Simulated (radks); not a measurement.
Values are calculated unless marked as measured or tabulated.
Ionisation of neutral platinum, [Xe] 4f14 5d9 6s1, to Pt+, [Xe] 4f14 5d9, under several functionals. Dirac Kohn-Sham, spin-unpolarised, spherical densities, finite nucleus; open shells are shared between the two j in proportion to 2j + 1; a radial shooting solver on a logarithmic mesh with Libxc functionals.

functional                                        E(Pt) (hartree)  Exc (hartree)  IE (eV)  -e(HOMO) (eV)  <r> HOMO (bohr)  IE error (eV)
XLYP                                                  -18444.9164      -359.1880    9.281          5.568            1.746         +0.322
exchange-only LDA                                     -18424.4317      -338.5068    8.489          4.675            1.758         -0.469
BP86                                                  -18445.0526      -359.3405    9.380          5.790            1.739         +0.421
LDA (Slater exchange, Perdew-Zunger correlation)      -18432.5753      -346.7501    9.552          5.883            1.740         +0.593
revPBE                                                -18443.2578      -357.5346    9.083          5.568            2.939         +0.124
HCTH/407                                              -18453.4703      -368.1448    9.191          5.663            2.968         +0.232
AM05                                                  -18432.9707      -347.1568    9.182          5.641            1.736         +0.223
Wu-Cohen GGA                                          -18441.6514      -355.9134    9.241          5.670            1.738         +0.282
B86b exchange with PBE correlation                    -18444.2177      -358.5009    9.228          5.668            1.738         +0.269

NIST Atomic Spectra Database: 8.959 eV (measured). Closest: revPBE. The Delta-SCF values span 1.06 eV, the total energies 29.04 hartree. The highest occupied level is 5d5/2. Spin polarisation and multiplet splitting are left out, so open shells lie too high by an amount that depends on their filling. Sharing an open shell by 2j + 1 raises it above the true ground level by a part of the spin-orbit splitting, which enters the differences from NIST.

Beside tabulated values, note that spin-unpolarised runs miss the spin-polarisation part of the exchange energy of open shells.
